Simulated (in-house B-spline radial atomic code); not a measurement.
Results of a calculation; reference values are marked as such.
**Two electrons in Si: a spherical dot of radius 16.6 nm with hard walls**

For Si the NSM archive of the Ioffe Institute lists m_l = 0.98 m0, m_t = 0.19 m0 and ε = 11.7; the model takes one isotropic valley with the conductivity mass 3/(1/m_l + 2/m_t) = 0.26 m0, and so misses anisotropy and the other valleys. All triplets below are those of one valley; with several valleys two electrons can form a triplet in the 1s orbital itself, at an energy set by the valley splitting.

Effective-mass model with parabolic bands, a uniform dielectric constant, no image charges, no central-cell or spin-orbit terms. Two-electron levels come from full CI in B-splines with partial waves to l = 5 (up to 0.001 effective hartree above the limit).

(1) What are the effective units, and what is the potential in them?

In these units the lowest s and p orbitals lie at 0.102165 and 0.209003, and their Coulomb and exchange integrals are J_ss = 0.256989, J_sp = 0.233047 and K_sp = 0.05175. (For an empty sphere J_ss = 1.786/R.) Full CI gives 0.415974 for the ground singlet, 0.480896 for the sp triplet, 0.545094 for the sp singlet and 0.713524 for the lowest triplet of two s orbitals.

(2) What does it cost to add the second electron, to first order and exactly?

(3) How far above the singlet do the triplets lie?

Answers

(1) Ha* = 27211.386 meV × 0.26/11.7² = 51.68 meV and a* = 0.0529177 nm × 11.7/0.26 = 2.381 nm. The radius is R = 6.95 a*. The one-electron levels are π²/2R² = 0.1022 and 4.4934²/2R² = 0.2090 Ha*.

(2) To first order E = 2ε_s + J_ss = 0.461318, so the charging energy E(2) − 2E(1) is J_ss = 13.28 meV. CI gives 0.415974 − 2 × (0.102165) = 0.211645, or 10.94 meV: relaxation and correlation lower it by 2.344 meV, 17.6 % of J_ss. The s² configuration of one-electron orbitals holds 87.9 % of the state, and the mean radius is 9.05 nm.

(3) To first order the sp triplet lies at ε_s + ε_p + J_sp − K_sp = 0.492466, which is 1.61 meV above 2ε_s + J_ss. CI gives 0.480896 − (0.415974) = 0.064922, or 3.355 meV, 61 % of the orbital spacing of 5.522 meV. The ss triplet lies 15.38 meV up, so the lower of the two is the sp one, and its gap equals k_BT at 38.9 K. The sp singlet-triplet splitting is 3.318 meV, against 2K_sp = 5.349 meV.
